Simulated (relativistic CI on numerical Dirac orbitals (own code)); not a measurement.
# Spin-allowed bands of a d2 ion in an octahedral site, by hand

Problem. Take Δ = 25700 cm⁻¹ and B = 600 cm⁻¹ for a d2 ion in an octahedral site. Calculate the three spin-allowed bands.

Working.
1. The terms of highest spin are 3F (energy 0) and 3P (15B = 9000 cm⁻¹). Here the F term splits into A2 at +1.2Δ = 30840, T2 at +0.2Δ = 5140 and T1 at −0.6Δ = -15420 cm⁻¹.
2. The two T1 states mix through the element 0.4Δ: H = [[-15420, 10280], [10280, 9000]], with roots ½(H₁₁ + H₂₂) ∓ ½√[(H₂₂ − H₁₁)² + 4H₁₂²] = ½(-6420) ∓ ½(31923) = -19171 and 12751 cm⁻¹.
3. The ground term is 3T1 at -19171 cm⁻¹.
4. Bands: 3T2 24311 cm⁻¹ (411 nm), 3T1(P) 31923 cm⁻¹ (313 nm), 3A2 50011 cm⁻¹ (200 nm).

Check. Exact diagonalisation of the whole d2 shell with these parameters gives 3T2 24311, 3T1 31923, 3A2 50011 cm⁻¹. The match is exact, since without spin-orbit coupling no other term has this spin. The ratio of the second band to the first, 1.313, depends on Δ/B = 42.8 alone, which is how a Tanabe-Sugano diagram is read.
